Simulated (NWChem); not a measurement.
C2H4BNO2; SMILES N#CCB(O)O

```xyz
10

N      0.3670    -2.5754     0.0000
C     -0.2879    -1.6151     0.0000
C     -0.9950    -0.3407     0.0000
B      0.0236     0.9003     0.0000
O      1.3782     0.7583     0.0000
O     -0.5317     2.1425     0.0000
H     -1.6506    -0.2771    -0.8778
H     -1.6506    -0.2771     0.8778
H      1.6682    -0.1679     0.0000
H      0.1531     2.8297     0.0000
```
Atoms are numbered in this order, from 1.

Structure relaxed at the B3LYP/6-31G* (spherical d) level.

Question: Give the principal values of the shielding tensors (ppm) of N1, C2, C3, B4, O5 from PBE0/pcSseg-1, GIAO (NWChem), with their diamagnetic and paramagnetic parts as GIAO splits them.

Answer: 
| atom | σ11 | σ22 | σ33 | isotropic | diamagnetic | paramagnetic |
|---|---|---|---|---|---|---|
| N1 | -216.0 | -209.0 | 305.4 | -39.9 | 338.9 | -378.8 |
| C2 | -61.0 | -53.6 | 291.1 | 58.8 | 260.2 | -201.3 |
| C3 | 164.3 | 176.0 | 199.6 | 180.0 | 255.4 | -75.4 |
| B4 | 58.5 | 63.0 | 94.5 | 72.0 | 193.1 | -121.1 |
| O5 | 71.3 | 246.1 | 277.9 | 198.4 | 390.5 | -192.1 |
